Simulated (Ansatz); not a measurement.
Ansatz (a program for electronic structure) input (MP2/6-31G*):

Ansatz 0.2 input:
```yaml
crystal:
  periodic: [false, false, false]
  atoms:
    - {symbol: Al, position_ang: [-0.00000000, -0.00000000, -0.06497500]}
    - {symbol: O, position_ang: [-0.00000000, -0.00000000, -1.66227600]}
    - {symbol: F, position_ang: [0.00000000, 0.00000000, 1.57143200]}
basis:
  gaussian:
    orbitals: 6-31G*
magnetization: {spin_polarized: false}
correlation: {method: mp2, electrons: outside_noble_gas}
relax: {f_tol: 0.003, max_steps: 120}
```

Output:

```
Functional definition: HF
these checks for a lower state are left out or cut short: cluster_reference
integrals: 0.01 GiB planned
445 factors; integrals over basis functions are off by at most 1.9e-4 eV
mean field: 0.07 GiB planned
mean field evaluation 1: about -11320.4490 eV, gradient 5.4e1 eV
mean field evaluation 2: about -11320.4578 eV, gradient 5.4e1 eV
mean field evaluation 4: about -11326.1266 eV, gradient 6.4e0 eV
mean field evaluation 8: about -11326.2088 eV, gradient 1.9e-1 eV
mean field -11326.20946586 eV, -416.2305206898 hartree, gradient 1.7e-6 eV, S^2 0.000000; 0 other end points of the search recorded, 0 dependent functions left out
7 core orbitals not correlated
reference -11326.20946586 eV, -416.2305206898 hartree; 8, 8 occupied and 34, 34 virtual orbitals, 445 factors
densities: 0.06 GiB planned
second order -11.67797772 eV of doubles, -0.00000000 eV of singles
the calculation of the forces begins
relax step   1: F+E_penalty+E_count = -11337.88744358 eV  Δ(F+E_penalty+E_count) = +0.000e0 eV  max|allowed force component| = 1.259e0 eV/Å  Δτ_max = 0.0000 Å  (47 SCF iters, accepted)
these checks for a lower state are left out or cut short: starts, cluster_reference, orbital_swaps, neighbouring_geometries, increment
integrals: 0.01 GiB planned
445 factors; integrals over basis functions are off by at most 1.9e-4 eV
mean field: 0.07 GiB planned
mean field evaluation 16: about -11326.1678 eV, gradient 7.2e-1 eV
mean field -11326.18293779 eV, -416.2295458012 hartree, gradient 1.4e-6 eV, S^2 0.000000; 0 other end points of the search recorded, 0 dependent functions left out
7 core orbitals not correlated
reference -11326.18293779 eV, -416.2295458012 hartree; 8, 8 occupied and 34, 34 virtual orbitals, 445 factors
densities: 0.06 GiB planned
second order -11.71876763 eV of doubles, -0.00000000 eV of singles
the calculation of the forces begins
relax step   2: F+E_penalty+E_count = -11337.90170542 eV  Δ(F+E_penalty+E_count) = -1.426e-2 eV  max|allowed force component| = 5.869e-1 eV/Å  Δτ_max = 0.0110 Å  (44 SCF iters, accepted)
these checks for a lower state are left out or cut short: starts, cluster_reference, orbital_swaps, neighbouring_geometries, increment
integrals: 0.01 GiB planned
445 factors; integrals over basis functions are off by at most 1.9e-4 eV
mean field: 0.07 GiB planned
mean field evaluation 32: about -11326.1502 eV, gradient 1.4e-6 eV
mean field -11326.15019501 eV, -416.2283425263 hartree, gradient 1.4e-6 eV, S^2 0.000000; 0 other end points of the search recorded, 0 dependent functions left out
7 core orbitals not correlated
reference -11326.15019501 eV, -416.2283425263 hartree; 8, 8 occupied and 34, 34 virtual orbitals, 445 factors
densities: 0.06 GiB planned
second order -11.75582008 eV of doubles, -0.00000000 eV of singles
the calculation of the forces begins
relax step   3: F+E_penalty+E_count = -11337.90601509 eV  Δ(F+E_penalty+E_count) = -4.310e-3 eV  max|allowed force component| = 1.796e-2 eV/Å  Δτ_max = 0.0102 Å  (44 SCF iters, accepted)
these checks for a lower state are left out or cut short: starts, cluster_reference, orbital_swaps, neighbouring_geometries, increment
integrals: 0.01 GiB planned
445 factors; integrals over basis functions are off by at most 1.9e-4 eV
mean field: 0.07 GiB planned
mean field -11326.14873181 eV, -416.2282887548 hartree, gradient 8.4e-6 eV, S^2 0.000000; 0 other end points of the search recorded, 0 dependent functions left out
7 core orbitals not correlated
reference -11326.14873181 eV, -416.2282887548 hartree; 8, 8 occupied and 34, 34 virtual orbitals, 445 factors
densities: 0.06 GiB planned
second order -11.75728994 eV of doubles, -0.00000000 eV of singles
the calculation of the forces begins
relax step   4: F+E_penalty+E_count = -11337.90602176 eV  Δ(F+E_penalty+E_count) = -6.664e-6 eV  max|allowed force component| = 2.597e-3 eV/Å  Δτ_max = 0.0004 Å  (27 SCF iters, accepted)
these checks for a lower state are left out or cut short: cluster_reference
integrals: 0.01 GiB planned
445 factors; integrals over basis functions are off by at most 1.9e-4 eV
mean field: 0.07 GiB planned
mean field -11326.14873181 eV, -416.2282887548 hartree, gradient 8.4e-6 eV, S^2 0.000000; 1 other end points of the search recorded, 0 dependent functions left out
7 core orbitals not correlated
reference -11326.14873181 eV, -416.2282887548 hartree; 8, 8 occupied and 34, 34 virtual orbitals, 445 factors
densities: 0.06 GiB planned
second order -11.75728994 eV of doubles, -0.00000000 eV of singles
the calculation of the forces begins
Total energy: -11337.90602176 eV, -416.6603611909 hartree
Atom 0 at    -0.000000    -0.000000    -0.058583 Å, force     0.000000     0.000000    -0.002597 eV/Å
Atom 1 at     0.000000     0.000000    -1.683861 Å, force     0.000000    -0.000000     0.000777 eV/Å
Atom 2 at     0.000000     0.000000     1.586625 Å, force    -0.000000    -0.000000     0.001820 eV/Å
Dipole moment:     0.000000     0.000000     0.531325 e Å
Checks for a lower state left out: cluster_reference
```

The geometry given is a B3LYP-D3(BJ)/def2-TZVP minimum.
